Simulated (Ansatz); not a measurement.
`ClC1=CC[SiH2]1` and `C1=C[SiH2]C1` differ in one atom or group.

Ansatz, PBE0-D4/def2-TZVP geometries, multiplicity 1. 

```csv
property,`ClC1=CC[SiH2]1`
HOMO–LUMO gap (PBE0/def2-TZVPP) / eV,6.92
HOMO–LUMO gap (B3LYP/def2-TZVPP) / eV,6.48
HOMO–LUMO gap (ωB97M-V/def2-TZVPP) / eV,11.09
LUMO energy (PBE/def2-TZVPP) / eV,-1.41
HOMO energy (B3LYP/def2-TZVPP) / eV,-7.10
"ideal-gas entropy at 298 K and 1 bar (rigid rotor, harmonic PBE0-D4/def2-TZVP) / J/(mol·K)",318
```

Question: Give the same properties after the change, and the shifts. (Best estimate.)

Answer: Computed: 
| property | `C1=C[SiH2]C1` | shift |
| --- | --- | --- |
| HOMO–LUMO gap (PBE0/def2-TZVPP) / eV | 7.54 | 0.62 |
| HOMO–LUMO gap (B3LYP/def2-TZVPP) / eV | 7.09 | 0.61 |
| HOMO–LUMO gap (ωB97M-V/def2-TZVPP) / eV | 11.87 | 0.78 |
| LUMO energy (PBE/def2-TZVPP) / eV | -1.19 | 0.22 |
| HOMO energy (B3LYP/def2-TZVPP) / eV | -7.46 | -0.36 |
| ideal-gas entropy at 298 K and 1 bar (rigid rotor, harmonic PBE0-D4/def2-TZVP) / J/(mol·K) | 286 | -32 |

With PBE0 the HOMO falls by 0.35 eV and the LUMO rises by 0.26 eV, so the gap widens by about 0.61 eV. PBE moves the HOMO by -0.39 eV and ωB97M-V by -0.43 eV.

B3LYP here is the variant with VWN-RPA as its local correlation; programs differ in this.
